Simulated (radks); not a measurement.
Problem. Radial electron density D(r) = 4 pi r^2 rho(r) of an atom or ion with 24 electrons. All-electron calculation, scalar-relativistic Kohn-Sham, PBE, spin-polarised, spherical densities, point nucleus. Program: a radial shooting solver on a logarithmic mesh with Libxc functionals.

```
   r/bohr * D(r) (the largest magnitude, 32.6, reaches the edge; | marks zero)
 0.008778 |           *
  0.01143 |                *
  0.01488 |                        *
  0.01954 |                                *
  0.02544 |                                         *
  0.03312 |                                               *
  0.04348 |                                                  *
  0.05661 |                                               *
  0.07372 |                                         *
  0.09676 |                                      *
    0.126 |                                           *
   0.1654 |                                                     *
   0.2153 |                                                      *
   0.2804 |                                          *
   0.3681 |                        *
   0.4793 |                   *
   0.6241 |                       *
   0.8191 |                       *
    1.067 |                *
    1.389 |       *
    1.823 |   *
    2.374 | *
    3.116 |*
    4.057 *
    5.283 *
    6.934 *
```

What is the nuclear charge?

Solution. Z = 25. The innermost maximum, from 1s, lies near gamma/Z bohr with gamma = sqrt(1 - (Z/c)^2) = 0.983, here 0.0393 bohr (found: 0.0421), and its height grows with Z. The density is that of the manganese ion Mn+ in [Ar] 3d5 4s1; the configuration itself is not fixed sharply by these data, and Z only to about a unit. D(r) has 3 maxima, at r = 0.0421, 0.196, 0.732 bohr, and minima at 0.0937, 0.468 bohr, inside which lie 2.13, 10.60 electrons.
